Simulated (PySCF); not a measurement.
**Dipole moment and polarisability across levels of theory**

Compound: 2-hexanone, C6H12O.
Atom-mapped SMILES: `[CH3:1][CH2:2][CH2:3][CH2:4][C:5]([CH3:6])=[O:7]` (hydrogens: H8, H9, H10 on C1; H11, H12 on C2; H13, H14 on C3; H15, H16 on C4; H17, H18, H19 on C6)

Structure used (PBE0-D3(BJ)/def2-SVP), in Å, numbered top down from 1:
```xyz
19
C6H12O angstrom
C     -3.0555   -0.4499   -0.3076
C     -1.7970    0.4027   -0.3042
C     -0.5469   -0.3752    0.0814
C      0.7114    0.4713    0.0861
C      1.9663   -0.2884    0.4640
C      3.2518    0.5038    0.4853
O      1.9411   -1.4654    0.7341
H     -3.2441   -0.8856    0.6867
H     -3.9436    0.1361   -0.5888
H     -2.9681   -1.2862   -1.0196
H     -1.6530    0.8545   -1.3022
H     -1.9275    1.2527    0.3895
H     -0.6770   -0.8306    1.0775
H     -0.4038   -1.2262   -0.6054
H      0.8833    0.9353   -0.9031
H      0.6133    1.3275    0.7794
H      4.0856   -0.1502    0.7690
H      3.1760    1.3395    1.1990
H      3.4471    0.9465   -0.5043
```

PySCF, dipoles from the SCF density, polarisabilities from static response with core orbitals frozen. One conformer (not necessarily the lowest) at the PBE0-D3(BJ)/def2-SVP geometry, without solvent, vibrations or thermal averaging.

Problem. Compare the levels for these properties.

Solution. 

```tsv
level	μ (D)	α (Å³)	anisotropy (Å³)
LDA/def2-SVPD	2.902	12.22	4.39
PBE/def2-SVPD	2.802	12.04	4.31
B3LYP/def2-SVPD	2.912	11.64	3.86
PBE0/def2-SVPD	2.913	11.53	3.86
BHandHLYP/def2-SVPD	3.043	11.18	3.48
CAM-B3LYP/def2-SVPD	2.980	11.44	3.62
wB97X-D/def2-SVPD	2.957	11.44	3.64
LC-wPBE/def2-SVPD	2.974	11.14	3.44
HF/def2-SVPD	3.214	10.75	3.04
PBE0/6-31G*	2.653	9.74	3.04
PBE0/6-31+G*	2.923	10.81	3.39
PBE0/def2-SVP	2.683	10.07	3.25
PBE0/aug-cc-pVDZ	2.858	11.79	4.09
PBE0/def2-TZVP	2.806	11.27	3.79
```

The anisotropy is √(½[(α1 − α2)² + (α2 − α3)² + (α3 − α1)²]). The dipole runs from 2.65 D (PBE0/6-31G*) to 3.21 D (HF/def2-SVPD). No reference polarisability is at hand; against PBE0 in the largest diffuse basis at hand (aug-cc-pVDZ) the other PBE0 rows deviate by 6-31G* -17%, 6-31+G* -8%, def2-SVP -15%, def2-SVPD -2%, def2-TZVP -4%. In one basis (def2-SVPD) the functionals order the polarisability from HF (lowest) to LDA (highest), a spread of 14%. With PBE0 the polarisability is 10.36 Å³ without diffuse functions (mean of 6-31G*, def2-SVP and def2-TZVP) and 11.37 Å³ with them (mean of 6-31+G*, def2-SVPD and aug-cc-pVDZ).
